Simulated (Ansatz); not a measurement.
The same path of CH5AlFNSi (10 atoms, charge 0, multiplicity 1) was run twice with different band settings. Lost on the way: N1–Al5, C4–H9. Made: Al5–H9.

Level of theory: RKS BLYP-D4/def2-SVP in Ansatz 0.2.0.

Relaxed end points:

```xyz
10
Properties=species:S:1:pos:R:3
N -0.032 0.068 1.373
Si 1.173 -1.082 -0.028
F 0.013 -2.306 0.158
C 0.148 -0.044 -1.405
Al -0.484 1.211 -0.079
H 0.351 0.410 2.266
H -0.667 -0.714 1.596
H 0.697 0.396 -2.265
H -0.593 -0.772 -1.799
H -0.523 2.784 0.184
```

```xyz
10
Properties=species:S:1:pos:R:3
N -0.037 -0.948 1.615
Si 0.585 -1.057 0.037
F 1.406 -2.468 -0.025
C 0.395 0.080 -1.239
Al -0.601 1.670 -0.931
H 0.113 -1.657 2.334
H -0.597 -0.147 1.916
H 0.871 -0.166 -2.203
H -1.216 1.853 0.544
H -0.837 2.788 -2.044
```

Common settings: spring 5.0 eV/Å²; optimiser quadratic models (default); start path through a guess of the saddle point; force threshold 0.03 eV/Å; iteration limit 60; end points relaxed.

| run | movable images | climbing image |
| --- | --- | --- |
| 1 | 7 | yes |
| 2 | 3 | no |

(1) What does each run give, and how far can it be trusted?

Results:

(1) Run 1: converged after 37 iterations, highest image 2.631 eV above the first end. The profile has 3 maxima (images 3, 5, 7) with wells between them (images 4, 6): this band takes more than one step, which may be the mechanism or a detour left from its start path. Neighbouring images differ by up to 2.0 eV, so the band resolves the path poorly. A vibrational analysis at the climbing image gives one clearly imaginary mode, 1038i cm⁻¹: a first-order saddle point.
Run 2: converged after 28 iterations, highest image 1.114 eV above the first end. No image climbed, so the highest image needn't sit at the top of the path. A band with more images between the same ends climbed to 2.63 eV, so this one has probably stepped over the top. So few images can step over the top or miss a turn of the path.
The orbitals stay closed-shell, which can raise the energy where a bond breaks towards radicals; this wasn't checked here.
